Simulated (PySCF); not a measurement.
Two species compared at the same levels of theory.

First species: C6H9Al.
Structure used (PBE0-D3(BJ)/def2-SVP), in Å, numbered top down from 1:
```xyz
16
C6H9Al angstrom
C      3.305   -0.523    0.272
C      2.189   -0.315   -0.163
C      0.847   -0.038   -0.616
C     -0.230   -1.054   -0.166
C     -1.632   -0.432   -0.229
C     -1.688    0.889    0.562
Al     0.086    1.630    0.159
H      4.296   -0.712    0.640
H      0.837    0.048   -1.720
H     -0.017   -1.353    0.876
H     -0.182   -1.979   -0.765
H     -2.379   -1.162    0.126
H     -1.883   -0.236   -1.288
H     -2.567    1.503    0.310
H     -1.764    0.681    1.647
H      0.762    3.051    0.365
```

Second species: C5H7N.
InChI=1S/C5H7N/c1-2-3-4-5-6/h2-3H,4H2,1H3/b3-2-

Levels: B3LYP/def2-SVPD for HOMO energy, LUMO energy, HOMO–LUMO gap and static isotropic polarisability; TDDFT B3LYP/def2-SVPD for lowest singlet excitation; TDA B3LYP/def2-SVPD for lowest triplet excitation (Tamm–Dancoff); ΔSCF B3LYP/def2-SVPD for vertical ionisation energy. Geometries: PBE0-D3(BJ)/def2-SVP. Each species is one conformer at its optimised geometry, gas phase, non-relativistic unless stated. Electronic properties by PySCF.

The conformers computed, where there is a choice (atom-mapped SMILES and torsion angles):
- `[CH3:1]/[CH:2]=[CH:3]\[CH2:4][C:5]#[N:6]`: C2–C3–C4–C5 -122°

The conformers of `C#C[C@H]1CC[CH2][AlH]1` aren't listed.

```
                                property  column X  column Y
                             HOMO energy  -7.54 eV  -6.27 eV
                             LUMO energy  -0.44 eV  -1.45 eV
                           HOMO–LUMO gap   7.10 eV   4.82 eV
               lowest singlet excitation   6.67 eV   3.88 eV
lowest triplet excitation (Tamm–Dancoff)   4.39 eV   3.67 eV
         static isotropic polarisability   66.0 au   97.0 au
              vertical ionisation energy   9.87 eV   8.28 eV
```

(1) Which column belongs to which species?

(2) How does each property change from the first species to the second?

Results:

(1) Column X is the second species and column Y the first. The first has 16 atoms and 58 electrons, the second 13 and 44.

(2) HOMO energy -1.27 eV; LUMO energy +1.01 eV; HOMO–LUMO gap +2.28 eV; lowest singlet excitation +2.79 eV; lowest triplet excitation (Tamm–Dancoff) +0.72 eV; static isotropic polarisability -31.0 au; vertical ionisation energy +1.59 eV.

On the first: The vertical singlet–triplet gap S1 − T1 is 0.21 eV (TDDFT singlet less Tamm–Dancoff triplet; S1: HOMO→LUMO, weight 0.98; T1: HOMO→LUMO, weight 0.97). No computed singlet falls in the visible range (750 to 380 nm, 1.65 to 3.26 eV); S1 lies 0.62 eV above its blue end.

On the second: No computed singlet falls in the visible range (750 to 380 nm, 1.65 to 3.26 eV); S1 lies 3.41 eV above its blue end. The ΔSCF ionisation energy exceeds −ε(HOMO) by 2.33 eV with B3LYP.
